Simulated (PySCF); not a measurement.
B(Me)(OEt)2, SMILES CCOB(C)OCC (C5H13BO2), singlet, GFN2-xTB optimised geometry.

```
21

B     -1.14     1.26     0.00
C     -2.04     2.58     0.00
H     -1.84     3.20    -0.87
H     -1.84     3.20     0.87
H     -3.10     2.34     0.00
O     -1.78     0.07     0.00
C     -1.10    -1.17     0.01
C     -2.00    -2.24     0.60
H     -0.83    -1.42    -1.02
H     -0.17    -1.08     0.59
H     -2.92    -2.31     0.02
H     -1.49    -3.20     0.58
H     -2.26    -1.99     1.62
O      0.22     1.26     0.00
C      1.01     2.43     0.01
C      2.48     2.04     0.01
H      0.77     3.04    -0.87
H      0.78     3.03     0.90
H      2.71     1.45    -0.88
H      3.10     2.94     0.01
H      2.71     1.45     0.88
```

Density from PBE0/def2-SVP run with PySCF at that geometry.

Minimum of the electron density along straight lines between bonded atoms, close to the bond critical point (lines longer than 1.1 times the sum of covalent radii, or with two minima, are not listed):

| bond | length / Å | ρ at the minimum / e bohr⁻³ | ∇²ρ there / e bohr⁻⁵ | position (fraction from the first atom) |
|---|---|---|---|---|
| B1–C2 | 1.597 | 0.176 | -0.19 | 0.32 |
| C2–H3 | 1.088 | 0.269 | -0.94 | 0.62 |
| C2–H4 | 1.088 | 0.269 | -0.94 | 0.62 |
| C2–H5 | 1.085 | 0.274 | -0.99 | 0.63 |
| B1–O6 | 1.350 | 0.206 | 1.17 | 0.33 |
| O6–C7 | 1.415 | 0.251 | -0.37 | 0.66 |
| C7–C8 | 1.523 | 0.249 | -0.59 | 0.51 |
| C7–H9 | 1.097 | 0.280 | -1.05 | 0.63 |
| C7–H10 | 1.095 | 0.283 | -1.08 | 0.64 |
| C8–H11 | 1.087 | 0.277 | -1.02 | 0.63 |
| C8–H12 | 1.087 | 0.276 | -1.00 | 0.62 |
| C8–H13 | 1.087 | 0.277 | -1.02 | 0.63 |
| B1–O14 | 1.363 | 0.199 | 1.09 | 0.33 |
| O14–C15 | 1.409 | 0.254 | -0.35 | 0.66 |
| C15–C16 | 1.523 | 0.249 | -0.59 | 0.51 |
| C15–H17 | 1.098 | 0.280 | -1.05 | 0.63 |
| C15–H18 | 1.098 | 0.280 | -1.05 | 0.63 |
| C16–H19 | 1.087 | 0.277 | -1.02 | 0.63 |
| C16–H20 | 1.087 | 0.276 | -1.01 | 0.62 |
| C16–H21 | 1.087 | 0.277 | -1.02 | 0.63 |
